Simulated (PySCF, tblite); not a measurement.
Compound: C9H10.
Cartesian coordinates in Å at the GFN2-xTB level; atoms count from 1:
```xyz
19
C9H10 angstrom
C      0.229   -1.646    2.997
C     -0.415   -1.600    1.990
C     -1.183   -1.521    0.762
C     -0.464   -0.698   -0.279
C     -0.114   -1.203   -1.453
C     -0.206    0.711    0.105
C     -0.646    1.844   -0.826
C      0.767    1.531   -0.634
C      2.018    1.769   -0.927
H      0.788   -1.701    3.883
H     -1.360   -2.532    0.386
H     -2.151   -1.057    0.986
H     -0.326   -2.225   -1.721
H      0.401   -0.613   -2.191
H     -0.305    0.899    1.169
H     -1.109    1.568   -1.763
H     -1.054    2.741   -0.382
H      2.301    2.556   -1.609
H      2.819    1.188   -0.499
```

Level of theory: PBE0/pcSseg-1 in PySCF (dipole) on a GFN2-xTB geometry, gas phase.

Take the most abundant isotopes and a rigid rotor. The values belong to one conformer with, in the numbering `[CH:1]#[C:2][CH2:3][C:4](=[CH2:5])[C@@H:6]1[CH2:7][C:8]1=[CH2:9]`, C2–C3–C4–C5 120°, C3–C4–C6–C7 -127°.

**Question.** What are A, B and C (GHz)?

**Answer.** Ia = 189.13, Ib = 483.08, Ic = 544.26 u·Å²; 505379 MHz·u·Å²/I gives 2672, 1046 and 928.6 MHz, that is A = 2.6722, B = 1.0462, C = 0.9286 GHz.

**Question.** What kind of rotor is it?

**Answer.** An asymmetric top: κ = (2 × 1046 − 2672 − 928.6)/(2672 − 928.6) = -0.87.

**Question.** Is it planar, by Δ = Ic − Ia − Ib?

**Answer.** Not planar: Δ = Ic − Ia − Ib = -127.94 u·Å². For a rigid frame Δ = −2 Σ m c², so Σ m c² = 63.97 u·Å² lies off the ab plane: 17.33 from hydrogen and 46.64 from heavier atoms. The atom farthest from that plane is 2.19 Å away.

**Question.** Give the other two planar moments, Paa and Pbb, and the rms extents of the mass along the axes.

**Answer.** Paa = Σ m a² = (Ib + Ic − Ia)/2 = 419.11 and Pbb = Σ m b² = (Ia + Ic − Ib)/2 = 125.16 u·Å². With the mass M = 118.08 u, the rms extents √(P/M) along a, b and c are 1.88, 1.03, 0.74 Å.

**Question.** Where do the levels up to J = 4 lie, in MHz?

**Answer.** Above 0(0,0):
J = 1: 1(0,1) 1975, 1(1,1) 3601, 1(1,0) 3718
J = 2: 2(0,2) 5918, 2(1,2) 7433, 2(1,1) 7785, 2(2,1) 12663, 2(2,0) 12670
J = 3: 3(0,3) 11818, 3(1,3) 13177, 3(1,2) 13882, 3(2,2) 18588, 3(2,1) 18618, 3(3,1) 27015, 3(3,0) 27016
J = 4: 4(0,4) 19656, 4(1,4) 20829, 4(1,3) 22003, 4(2,3) 26482, 4(2,2) 26573, 4(3,2) 34926, 4(3,1) 34928, 4(4,1) 46709, 4(4,0) 46709
Those of J = 1 are B + C, A + C and A + B.

**Question.** Which types of transition are allowed, and where do some lines up to J = 2 fall?

**Answer.** The dipole components are |μa| = 0.26 D, |μb| = 0.35 D, |μc| = 0.52 D. Intensities carry the squares of the components, which stand as 0.25 : 0.43 : 1.00 (a : b : c). Some lines, for components of 0.1 D or more:

```json
{"type": "c", "branch": "Q", "J(Ka,Kc)": "2(1,2) ← 2(0,2)", "MHz": "1515", "lower level (cm⁻¹)": "0.197"}
{"type": "b", "branch": "Q", "J(Ka,Kc)": "2(1,1) ← 2(0,2)", "MHz": "1867", "lower level (cm⁻¹)": "0.197"}
{"type": "a", "branch": "R", "J(Ka,Kc)": "1(0,1) ← 0(0,0)", "MHz": "1975", "lower level (cm⁻¹)": "0.000"}
{"type": "b", "branch": "R", "J(Ka,Kc)": "1(1,1) ← 0(0,0)", "MHz": "3601", "lower level (cm⁻¹)": "0.000"}
{"type": "c", "branch": "R", "J(Ka,Kc)": "1(1,0) ← 0(0,0)", "MHz": "3718", "lower level (cm⁻¹)": "0.000"}
{"type": "a", "branch": "R", "J(Ka,Kc)": "2(1,1) ← 1(1,0)", "MHz": "4067", "lower level (cm⁻¹)": "0.124"}
{"type": "b", "branch": "Q", "J(Ka,Kc)": "2(2,1) ← 2(1,2)", "MHz": "5231", "lower level (cm⁻¹)": "0.248"}
{"type": "c", "branch": "R", "J(Ka,Kc)": "2(1,1) ← 1(0,1)", "MHz": "5811", "lower level (cm⁻¹)": "0.066"}
{"type": "b", "branch": "R", "J(Ka,Kc)": "2(2,1) ← 1(1,0)", "MHz": "8945", "lower level (cm⁻¹)": "0.124"}
{"type": "c", "branch": "R", "J(Ka,Kc)": "2(2,0) ← 1(1,0)", "MHz": "8951", "lower level (cm⁻¹)": "0.124"}
{"type": "c", "branch": "R", "J(Ka,Kc)": "2(2,1) ← 1(1,1)", "MHz": "9063", "lower level (cm⁻¹)": "0.120"}
{"type": "b", "branch": "R", "J(Ka,Kc)": "2(2,0) ← 1(1,1)", "MHz": "9069", "lower level (cm⁻¹)": "0.120"}
```

Its GFN2-xTB frequencies are all real (lowest 28 cm⁻¹). Constants of a rigid frame at the computed geometry: no zero-point averaging, no centrifugal distortion.
